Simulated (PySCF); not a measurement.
SMILES c1(B(O)O)cccs1 (C4H5BO2S) (GFN2-xTB optimised geometry):

```
13

O     -0.644    -2.846     0.005
B     -1.061    -1.548     0.002
O     -2.387    -1.300     0.003
C     -0.074    -0.339     0.000
C      1.297    -0.339     0.000
C      1.871     0.947     0.000
C      0.930     1.927     0.000
S     -0.664     1.293     0.000
H      0.301    -2.989     0.006
H     -2.931    -2.087     0.006
H      1.887    -1.241     0.000
H      2.931     1.130     0.001
H      1.079     2.989     0.000
```

Computed with PySCF with B3LYP/def2-TZVP.

Task: What are the frontier orbital energies and the dipole moment?

Result: HOMO-2 -9.09 eV, HOMO-1 -7.04 eV, HOMO -6.73 eV, LUMO -1.12 eV, LUMO+1 0.33 eV; dipole moment 1.70 D.

Meta-Löwdin charges at B3LYP/def2-TZVP: O1 -0.53, B2 0.43, O3 -0.52, C4 -0.25, C5 -0.13, C6 -0.15, C7 -0.26, S8 0.33, H9 0.35, H10 0.35, H11 0.11, H12 0.13, H13 0.14.
